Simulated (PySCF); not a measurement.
**Exercise with solution: oscillator strength and radiative lifetime**

Be(OH)(OSiH3) (BeH₄O₂Si), SMILES [OH][Be][O][SiH3].

Geometry optimised at B3LYP-D3(BJ)/def2-SVP. The geometry has at least one imaginary mode, so it is a saddle point at that level. Other conformers were not sampled.

TDA-PBE0/def2-SVPD (PySCF 2.14.0) puts the first singlet state with f over 0.02 at 7.75 eV (vertical), with the transition dipole (0.217, -0.325, -0.044) in atomic units.

Find the oscillator strength, the wavelength and the radiative lifetime that this transition would have in vacuum if emission retraced absorption.


|μ|² = 0.1547 au, so |μ| = 1.00 D. ΔE = 7.75/27.211 = 0.2848 hartree. f = (2/3) ΔE |μ|² = 0.029 (the program prints 0.029).
λ = 1239.84/7.75 = 160 nm; ν = 62508 cm⁻¹.
Einstein's coefficient A = 0.6670 ν² f s⁻¹ (ν in cm⁻¹) = 7.7e7 s⁻¹, so τ = 1/A = 13 ns. This state is S3; the lower singlets have f = 0.000, 0.000. The figure is the radiative limit of this one transition; relaxation, internal conversion, crossing to triplets and a medium change what is measured.
